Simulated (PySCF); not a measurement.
## Checking a proposed structure

A compound C$_{7}$H$_{6}$F$_{2}$ gives the data below (simulated from a calculation) and was assigned the structure `Cc1ccc(F)cc1F`.

¹³C{¹H} NMR (computed): δ 180.6 (C), 169.3 (C), 106.8 (CH), 106.4 (CH), 31.1 (C), 15.9 (CH2, 2C).

¹H NMR (600 MHz, computed): δ 5.82 (m, 1H), 4.96 (m, 1H), 1.62 (m, 2H), 1.49 (m, 2H).

- σ from GIAO-PBE0/pcSseg-1
- structure optimised with GFN2-xTB
- code: PySCF 2.14.0 with density-fitted response routines
- no relativistic terms, single conformer, one averaged value for each set of equivalent atoms, in vacuum

Scale: ¹H, ¹³C against TMS (reference shieldings calculated alike).

Question: Compare with the shifts computed for the proposed structure, pairing carbons in order of shift.

Answer: Structure with atom numbers: `[CH3:1][c:2]1[cH:3][cH:4][c:5]([F:6])[cH:7][c:8]1[F:9]`. Each H is labelled by its parent atom.

```json
{"atom": "C5", "computed for proposal": "171.7", "given list": "180.6", "difference": "-8.9"}
{"atom": "C8", "computed for proposal": "171.5", "given list": "169.3", "difference": "+2.2"}
{"atom": "C3", "computed for proposal": "136.9", "given list": "106.8", "difference": "+30.1"}
{"atom": "C2", "computed for proposal": "126.7", "given list": "106.4", "difference": "+20.3"}
{"atom": "C4", "computed for proposal": "116.4", "given list": "31.1", "difference": "+85.3"}
{"atom": "C7", "computed for proposal": "109.4", "given list": "15.9", "difference": "+93.5"}
{"atom": "C1", "computed for proposal": "18.0", "given list": "15.9", "difference": "+2.1"}
```

The rms difference is 49.9 ppm and the largest +93.5 ppm at C7 (aromatic CH). The proposal also would give 7 carbon signals, not 6. The carbon types in order of shift don't match either: C, C, CH, C, CH, CH, CH3 for the proposal against C, C, CH, CH, C, CH2, CH2 in the data. The proposal doesn't fit.

Question: Which isomer fits?

Answer: `FC1=CC2(CC2)C(F)=C1`.

Carbon types of the structure: 3 × C, 2 × CH, 2 × CH2, which accounts for all hydrogens. δC 180.6, 169.3: fully substituted alkene carbon. δC 106.8, 106.4: alkene CH; as expected for a trigonal carbon in a double bond. δC 31.1, 15.9: three-membered-ring carbon. δH 5.82, 4.96: hydrogen on an alkene CH; attached to an sp2 carbon and in the plane of the double bond.

Other isomers checked: Cc1ccc(F)c(F)c1 (rms 56.9 ppm).

This is the structure that produced the data.

Splittings by ¹⁹F in the carbon and heteronuclear signals aren't shown, as no couplings were computed. Shifts are as computed. Against solution values, carbons near 30 ppm lie about +3 ppm off and those near 130 ppm about +5 ppm. Of 1211 compounds with measured shifts, 218 miss one by over three times the rms of a fit or turn the order of signals round; such compounds aren't used in these exercises. No couplings were computed; multiplicities are counted from neighbouring protons, with m where these are inequivalent, close in shift, in a saturated or five-membered ring or joined by F or P, and br s for small geminal =CH2 splittings.
